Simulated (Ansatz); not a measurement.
## Counterpoise correction, worked out

The pair of CH$_{2}$O (SMILES C=O, atoms 1–4) and H$_{2}$Te (SMILES [TeH2], atoms 5–7), both closed shells, in one local arrangement (a lower one may exist), relaxed at PBE0-D4/def2-TZVP:

C1  (0.015, -0.015, -1.566)
O2  (-0.218, 1.091, -1.172)
H3  (0.048, -0.883, -0.878)
H4  (0.208, -0.223, -2.636)
Te5  (-0.604, -0.393, 2.396)
H6  (-0.474, 0.723, 1.175)
H7  (1.025, -0.300, 2.680)
(Å)

Computed with Ansatz 0.2.0 (basis: def2-TZVPPD); correlated methods freeze the cores. Filled d shells of the heavier atoms are correlated. Core potentials replace the inner electrons of the atoms past krypton. The def2 sets are not built for correlating such inner shells, so the correlated values are less sure here.

MP2 total energies in eV:

| system | geometry | basis functions | energy |
| --- | --- | --- | --- |
| pair | pair | all | -10420.61963 |
| CH$_{2}$O | as in the pair | all (partner as ghosts) | -3110.62423 |
| H$_{2}$Te | as in the pair | all (partner as ghosts) | -7309.90898 |
| CH$_{2}$O | as in the pair | its own | -3110.61833 |
| H$_{2}$Te | as in the pair | its own | -7309.88161 |
| CH$_{2}$O | free (PBE0-D4 minimum) | its own | -3110.61561 |
| H$_{2}$Te | free (PBE0-D4 minimum) | its own | -7309.88338 |

(1) Work out the interaction energy with and without the counterpoise correction, the superposition error, and the binding energy from the relaxed fragments.

No T1 diagnostic of these runs exceeds 0.017.

## Answers

(1) Without correction: -10420.61963 − (-3110.61833) − (-7309.88161) = -0.11969 eV.
With correction (each fragment in the whole basis): -10420.61963 − (-3110.62423) − (-7309.90898) = -0.08642 eV = -1.99 kcal/mol.
The superposition error is the difference, 0.03327 eV, 28 % of the uncorrected value: each fragment borrows its partner's functions.
Deformation from the free shapes: -0.00272 eV for CH$_{2}$O and 0.00177 eV for H$_{2}$Te (a small negative value is possible, since the free shapes are minima of another method).
Binding energy from relaxed fragments: -0.08642 + (-0.00272) + 0.00177 = -0.08737 eV = -2.01 kcal/mol (electronic, without zero-point energy; negative means bound). For comparison, the corrected interaction energy by CCSD(T) at an estimated basis limit (MP2 extrapolated from triple and quadruple zeta, plus CCSD(T) − MP2 in triple zeta) is -0.092 eV.

For scale, one of the runs: CCSD(T)/def2-TZVPPD, 204 basis functions, launched by `ansatz run in.yaml --threads 4 --pin off --events-out ev --progress --plain --max-ram 9574MiB`. Time: 75 s of wall clock on 4 CPU threads of an Arm Neoverse V1; the host was shared. Peak host memory: 3 GiB.
